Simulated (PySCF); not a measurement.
PbN at PBE0

Level: PBE0. Pb cc-pVTZ-PP with ECP60, N cc-pVTZ; scalar-relativistic core potentials (PySCF 2.14).

For PbN, the state is quartet, unpaired electrons σ ↑, π ↑↑, a mixture of terms (⟨Lz²⟩ = 2.0), a second solution, started from another occupation. The bond length is 2.177 Å and the harmonic wavenumber is 468 cm⁻¹. The force constant is 1.69 mdyn/Å, the rotational constant Be is 0.2712 cm⁻¹ and the anharmonicity ωexe is 4.91 cm⁻¹. The vibration–rotation constant αe is 0.00269 cm⁻¹ and the energy of the minimum from ground-state Pb + N is -0.74 eV. The bond order (Mayer) is 1.21 and the dipole moment (positive dipole means Pb(−)N(+)) is -2.67 D.

Spin–orbit coupling is left out, which matters for elements this heavy, above all for dissociation energies.
